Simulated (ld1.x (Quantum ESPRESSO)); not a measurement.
## silicon TM: all-electron and pseudo phase curves

```json
{
  "Element": "silicon",
  "Generator": "ld1.x (Quantum ESPRESSO) 7.5",
  "Type": "norm-conserving Troullier–Martins (Kleinman–Bylander form)",
  "Functional": "BLYP",
  "Relativity": "scalar-relativistic",
  "Frozen core": "[Ne]",
  "Valence charge": "4",
  "Reference configuration": "3s2 3p2",
  "Partial waves": "3p (bound): rc 1.55 bohr; 3s (bound): rc 1.30 bohr",
  "Local potential": "the s channel",
  "Core correction": "a·sin(br)/r model core inside 0.75 bohr"
}
```

The phase is arctan(r·u′/u) with u = r·R(r), unwrapped; energies in Ry, scanned from -3 to 5 Ry. A pole is an energy at which the radial function vanishes at the test radius. The pseudo phase is shifted by a multiple of π to meet the all-electron one at the reference energy, and phase errors are pseudo minus all-electron; the curves can meet again beyond the range given. Levels narrower than the energy grid can be missing from the lists of poles.

```csv
channel,radius (bohr),reference energy (Ry),"poles, all-electron","poles, pseudo",unbroken range about the reference energy with phases within 0.05 rad,phase error 1 Ry above the reference energy (rad)
s,1.70,-0.79,4.51,3.21,below 2.1,-0.018
p,1.70,-0.29,none,3.65,below 0.8,-0.041
```

Phases in the s channel:

```
E (Ry)  all-electron  pseudo
 -3.00         1.082   1.074
 -2.52         1.005   0.997
 -2.04         0.891   0.884
 -1.56         0.714   0.710
 -1.08         0.426   0.424
 -0.60        -0.014  -0.015
 -0.12        -0.505  -0.514
  0.36        -0.870  -0.891
  0.84        -1.097  -1.126
  1.32        -1.239  -1.275
  1.80        -1.334  -1.377
  2.28        -1.401  -1.454
  2.76        -1.452  -1.517
  3.24        -1.493  -1.574
  3.72        -1.526  -1.631
  4.20        -1.554  -1.697
  4.68        -1.579  -1.787
```
